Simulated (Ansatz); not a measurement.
CH5ClFNSi (`NC(F)[SiH2]Cl`), relaxed with RKS PBE0-D4/def2-TZVP in Ansatz from a PBE-D4/def2-SVP geometry. The force threshold is 0.005 eV/Å; the program also tests the step.

Charge 0, multiplicity 1.

Start:

```xyz
10

N    -0.313   -1.480   -0.185
C     0.052   -0.380    0.606
F    -0.968    0.048    1.546
Si    0.313    1.229   -0.395
Cl    1.900    1.045   -1.733
H    -1.132   -1.310   -0.778
H    -0.443   -2.351    0.342
H     0.936   -0.643    1.227
H    -0.951    1.478   -1.166
H     0.606    2.364    0.537
```

Q: How much energy does the relaxation release, and in how many steps? (Best estimate.)

A: Ansatz gave: 0.05 eV, in 10 steps, 1 of them rejected.

Q: Which bonds change most? (Best estimate.)

A: The calculation gave: Si4–Cl5 from 2.084 to 2.052 Å; C2–F3 from 1.452 to 1.429 Å; Si4–H10 from 1.498 to 1.479 Å; C2–H8 from 1.112 to 1.094 Å.

Q: Give the relaxed structure. (Estimate.)

A: Ansatz gave: 
```xyz
10

N    -0.359   -1.445   -0.187
C     0.057   -0.369    0.603
F    -0.884   -0.016    1.619
Si    0.296    1.224   -0.401
Cl    1.936    1.029   -1.618
H    -1.196   -1.265   -0.723
H    -0.437   -2.320    0.312
H     0.969   -0.643    1.141
H    -0.903    1.432   -1.249
H     0.521    2.371    0.505
```
